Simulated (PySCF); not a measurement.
Working out the ionisation energy of Cr

Cr [Ar] 3d5 4s1 (7S) → Cr+ [Ar] 3d5 (6S). Computed with PySCF 2.14 in aug-cc-pVDZ (7s6p4d2f, 59 functions), with the non-relativistic Hamiltonian (point nucleus). Frozen: [Ar]. Energies in hartree (1 hartree = 27.21139 eV):

```json
{"part": "UHF", "Cr (lower)": "-1043.355111", "Cr+ (upper)": "-1043.137869"}
{"part": "MP2 opposite-spin", "Cr (lower)": "0.000000", "Cr+ (upper)": "0.000000"}
{"part": "MP2 same-spin", "Cr (lower)": "-0.081978", "Cr+ (upper)": "-0.065700"}
```

Q: What does Hartree-Fock give?

A: (-1043.137869) − (-1043.355111) = 0.217242 hartree = 5.911 eV.

Q: What do MP2 and SCS-MP2 (6/5 opposite-spin, 1/3 same-spin) give?

A: The opposite-spin parts differ by 0.000 eV and the same-spin parts by 0.443 eV. MP2: 5.911 + (0.000) + (0.443) = 6.354 eV. SCS-MP2: 5.911 + 1.2 × (0.000) + (0.443)/3 = 6.059 eV.

Measured between the centres of the two terms (NIST): 6.767 eV, so MP2 (valence) is off by -0.413 eV.

The calculation is non-relativistic.

A double-zeta basis recovers only part of the correlation energy.

What remains against the reference includes basis incompleteness, the frozen core and correlation beyond second order.
